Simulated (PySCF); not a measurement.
Radial density of S⁻ (sulfur, charge -1)

UHF, [Ne] 3s2 3p5, 2P determinant. All numbers are calculated (PySCF 2.14, no relativity, point nucleus, in aug-cc-pwCVQZ (10s9p7d5f3g, 134 functions)).

| r (bohr) | 4πr²ρ (e/bohr) | 4πr²(ρα − ρβ) |
| --- | --- | --- |
| 0.00150 | 0.07208 | 0.0000 |
| 0.00253 | 0.1975 | 0.0000 |
| 0.00425 | 0.5286 | 0.0000 |
| 0.00715 | 1.364 | 0.0000 |
| 0.0120 | 3.301 | 0.0000 |
| 0.0202 | 7.193 | 0.0002 |
| 0.0340 | 13.15 | 0.0009 |
| 0.0572 | 18.04 | 0.0052 |
| 0.0962 | 16.24 | 0.0228 |
| 0.162 | 12.00 | 0.0695 |
| 0.272 | 16.34 | 0.1081 |
| 0.458 | 14.86 | 0.0269 |
| 0.770 | 4.312 | 0.0581 |
| 1.30 | 3.401 | 0.4631 |
| 2.18 | 2.697 | 0.4281 |
| 3.67 | 0.6309 | 0.0805 |
| 6.17 | 0.05136 | -0.0008 |
| 10.4 | 0.0009989 | -0.0002 |
